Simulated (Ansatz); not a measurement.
**Reading a saddle point**

A first-order saddle point of CH7BrSn, singlet, PBE0-D4/def2-TZVP, with one imaginary mode of 891i cm⁻¹:

```csv
atom,x (Å),y (Å),z (Å)
Sn1,-0.5737,0.9924,-0.4936
C2,0.1249,-1.1498,0.1317
H3,-1.7921,0.2585,-1.4676
H4,-1.2927,1.7922,0.8067
H5,0.5756,1.7310,-1.4840
H6,0.8117,-0.1414,0.6666
Br7,1.8518,1.1259,1.4803
H8,0.2923,-1.4851,-0.8927
H9,-0.8576,-1.4488,0.4993
H10,0.8598,-1.6748,0.7533
```

Computed with Ansatz 0.2.0 (basis: def2-TZVPP and def2-QZVPP); correlated methods freeze the cores. Filled d shells of the heavier atoms are correlated. Core potentials replace the inner electrons of the atoms past krypton. The def2 sets are not built for correlating such inner shells, so the correlated values are less sure here. Extrapolation: Hartree–Fock as exp(−7.88 √X), correlation as X^−2.97.

Which contacts change along the imaginary mode, and what lies on either side? (A judgement: the text doesn't fix the answer.)

By the calculation: The step is CH₆Sn ([CH3][SnH3]) + HBr → SnH₃Br ([Br][SnH3]) + CH₄, with the molecules in contact on both sides. Shortening one way: Sn1–Br7, C2–H6; lengthening the same way: Sn1–C2, H6–Br7.
```json
{"pair": "Sn1–Br7", "one side (Å)": "4.38", "saddle (Å)": "3.13", "other side (Å)": "2.48"}
{"pair": "C2–H6", "one side (Å)": "3.41", "saddle (Å)": "1.33", "other side (Å)": "1.09"}
{"pair": "Sn1–C2", "one side (Å)": "2.14", "saddle (Å)": "2.34", "other side (Å)": "4.43"}
{"pair": "H6–Br7", "one side (Å)": "1.43", "saddle (Å)": "1.83", "other side (Å)": "3.22"}
```

Which side is lower, and how far does the saddle lie above each? (An estimate is asked for; the value comes from the calculation.)

The calculation gives: The side with Sn1–Br7, C2–H6 short is lower by 124.2 kJ/mol; the saddle lies 245.3 kJ/mol above it and 121.1 kJ/mol above the other (CCSD(T) at an estimated basis limit (MP2 extrapolated from triple and quadruple zeta, plus CCSD(T) − MP2 in triple zeta); electronic energies).

No T1 diagnostic of these runs exceeds 0.011.

Labels in which every atom is bracketed show which atoms are joined, not bond orders.

For scale, one of the runs: CCSD(T)/def2-TZVPP, 227 basis functions, launched by `ansatz run in.yaml --threads 8 --pin off --events-out ev --progress --plain --max-ram 19148MiB`. Hardware: 8 CPU threads of a Oxide Virtual Turin-like, shared host. Wall time 87 s; peak host memory 4.3 GiB.
